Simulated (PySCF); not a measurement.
# H₄WO: from structure and modes to constants

Level of theory: PBE0 in PySCF with W def2-TZVP with ECP60, O def2-TZVP, H def2-TZVP; scalar-relativistic core potentials, no spin–orbit coupling; density-fitted integrals.

The singlet minimum has Cs symmetry. Masses (u): W 183.95093, O 15.99492, H 1.00782.

```xyz
6
charge 0 multiplicity 1, angstrom
W     0.0000   -0.0265   -0.1193
O     0.0003    0.2228    1.5340
H     1.4496    0.7411   -0.5056
H    -0.0002    1.4751   -0.9099
H    -1.4498    0.7411   -0.5051
H    -0.0001   -1.6903   -0.7281
```

Harmonic wavenumbers (cm⁻¹): 211.6 (a'', ×1), 575.2 (a', ×1), 679.1 (a', ×1), 745.7 (a'', ×1), 788.9 (a', ×1), 942.4 (a', ×1), 1014.2 (a'', ×1), 1098.1 (a', ×1), 1880.8 (a', ×1), 2021.6 (a', ×1), 2083.1 (a', ×1), 2084.2 (a'', ×1).

(1) Find the principal moments of inertia and the rotational constants. What kind of rotor is it?

(2) What is the harmonic zero-point energy?

(3) Find the vibrational entropy and heat capacity at 298.15 K.

(4) Give the standard entropy (298.15 K, 1 bar) by its translational, rotational, vibrational and spin parts, and Cp.

Results:

(1) About the centre of mass I = 10.589, 47.127, 49.244 u Å². With B = 16.8576/I this gives 1.592, 0.3577, 0.3423 cm⁻¹. The molecule is an asymmetric top with κ = -0.98.

(2) Half the sum of all 12 wavenumbers, 14125/2 = 7062 cm⁻¹, which is 84.5 kJ/mol (1 cm⁻¹ = 0.0119627 kJ/mol).

(3) With u = 1.43878 ω/T, each mode gives S = R[u/(eᵘ−1) − ln(1−e⁻ᵘ)] and C = R u² eᵘ/(eᵘ−1)².
```
ω (cm⁻¹)       u  S (J/(mol K))  C (J/(mol K))
   211.6   1.021           8.49           7.63
   575.2   2.776           2.07           4.54
   679.1   3.277           1.39           3.64
   745.7   3.599           1.07           3.11
   788.9   3.807           0.91           2.80
   942.4   4.548           0.49           1.86
  1014.2   4.894           0.37           1.51
  1098.1   5.299           0.26           1.18
  1880.8   9.076           0.01           0.08
  2021.6   9.755           0.01           0.05
  2083.1  10.052           0.00           0.04
  2084.2  10.058           0.00           0.04
```
The sums over all modes are S = 15.1 and C = 26.5 J/(mol K); the softest mode gives 56 % of the entropy.

(4) Sackur–Tetrode with M = 203.98 u gives 175.2; rotation with symmetry number 1 gives 90.5; vibration 15.1; spin R ln 1 = 0.0. The total is 280.8 J/(mol K), and Cp = 4 R + 26.5 = 59.7 J/(mol K).

This need not be the most stable arrangement of these atoms. No spin–orbit coupling is included, which matters more the heavier the element.
